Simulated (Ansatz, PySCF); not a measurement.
Gas-phase reaction in SMILES: CC(F)F [1,1-difluoroethane] + 2 C (CH4) → CC (C2H6) [ethane] + 2 CF (CH3F) [fluoromethane]
Structures are relaxed separately at B3LYP-D3(BJ)/def2-TZVP in Ansatz (a quantum-chemistry and plane-wave program). Frequencies are from Ansatz or PySCF.
Geometry of the first species:
```xyz
8

C     -1.3731    -0.0681     0.0292
C      0.0961    -0.0798     0.3399
F      0.7432    -0.9902    -0.4560
F      0.6484     1.1468     0.0727
H     -1.8004    -1.0511     0.2265
H     -1.5204     0.1851    -1.0206
H     -1.8768     0.6705     0.6524
H      0.3352    -0.3259     1.3772
```

Property: bond separation energy (enthalpy at 298 K, with B3LYP-D3(BJ) rigid-rotor harmonic-oscillator terms), in eV. Cores are frozen in the correlated levels unless marked. No spin-orbit coupling. No relativistic terms. Basis-set limits of correlation are two-point, X^-3; Hartree-Fock from the larger set. [CCSD(T)-MP2]/basis is that difference in the basis named.

Level to compare with: RI-MP2/CBS(cc-pVTZ,cc-pVQZ)+[CCSD(T)-MP2]/cc-pVTZ (Ansatz), 1.00 eV. It is a level with limits of its own, and the differences hold the functionals' basis error too.

**Question.** Rank these functionals by how close they come to RI-MP2/CBS(cc-pVTZ,cc-pVQZ)+[CCSD(T)-MP2]/cc-pVTZ, closest first: wB97X/def2-TZVPD (Ansatz); SVWN5/def2-TZVPD (Ansatz); B97M-V/def2-TZVPD (Ansatz).

**Answer.** wB97X/def2-TZVPD (range-separated hybrid, 0.98 eV, difference -0.02), B97M-V/def2-TZVPD (meta-GGA with VV10, 1.07 eV, difference 0.07), SVWN5/def2-TZVPD (LDA, 1.14 eV, difference 0.14)
